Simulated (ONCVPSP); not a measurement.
phosphorus (P), ONCV: configuration errors across variants

| Item | Value |
| --- | --- |
| Element | phosphorus (P) |
| Generator | ONCVPSP 4.0.1 |
| Type | optimised norm-conserving Vanderbilt (ONCV) |
| Functional | LDA (Perdew-Zunger) |
| Relativity | scalar-relativistic |
| Frozen core | [Ne] |
| Valence charge | 5 |
| Reference configuration | 3s2 3p3 |
| Partial waves | 3s: rc 1.55 bohr, ncon 4, nbas 8, qcut 3.8 1/bohr, 3 projectors, debl 3.2 Ha; 3p: rc 1.65 bohr, ncon 4, nbas 7, qcut 5.8 1/bohr, 2 projectors, debl 0.3 Ha |
| Local potential | polynomial inside 1.05 bohr (lpopt 3, dvloc0 0 Ha) |
| Core correction | none |

All-electron excitation energies from the reference (eV): (1) 3s2 3p2 9.821; (2) 3s2 3p1 29.070; (3) 3s2 3p0 58.965; (4) 3s0 3p5 17.136.

1 further variants failed, have other tests or another functional or relativity, and are left out.

Errors AE − PS in meV (a dash: test not solved or not reliable):

```csv
change,(1),(2),(3),(4),bound ghosts,GHOST(+) flags above zero
base,+2.4,+28,+132,+7.1,none,s
s: nproj 1,+4.4,+43,+189,+7.3,none,s
s: qcut 3.9; p: qcut 6,+2.4,+28,+131,+7.3,none,s
p: nbas 9,+2.4,+28,+131,+7.2,none,s
"p: rc 1.55, qcut 6.2",+2.4,+27,+130,+7.4,none,s
s: rc 1.94,+3.6,+37,+164,-11,none,s
s: rc 1.5,+2.4,+27,+130,+8.1,none,s
s: qcut 2.1,+3.0,+32,+147,+8.7,none,s
"core correction Teter function, fcfact 5.75, rcfact 1.5",-0.8,-2.3,-8.6,-14,none,s
"local potential polynomial inside 1.05 bohr (lpopt 3, dvloc0 2 Ha)",+2.4,+28,+132,+7.1,none,s
```

Task: Give the same row for: s: qcut 5.1.

Result: +2.1, +26, +123, +12; bound ghosts: none; GHOST(+) flags above zero: s.
